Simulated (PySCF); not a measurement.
GeH6O2Si, SMILES [GeH2]([OH])[SiH2]O. Geometry: B3LYP-D3(BJ)/def2-SVP. The structure was generated by enumeration, and PubChem lists no compound with its InChIKey, so it may never have been made. One conformer was computed; it need not be the lowest.

Computed equilibrium geometry at B3LYP-D3(BJ)/def2-SVP (PySCF confirms it by a frequency run) as a Z-matrix, and its point group (one conformer of several):
point group Cs.
```
Ge
O 1 1.8251
H 2 0.9653 1 116.01
H 1 1.5491 2 108.64 3 -58.72
H 1 1.5491 4 108.16 2 -117.75
H 2 1.9600 3 146.85 1 180.00
O 6 0.9767 2 139.38 3 180.00
Si 7 1.6652 6 111.10 2 0.00
H 8 1.4906 7 112.22 6 -118.95
H 8 1.4906 9 108.21 7 124.35
```
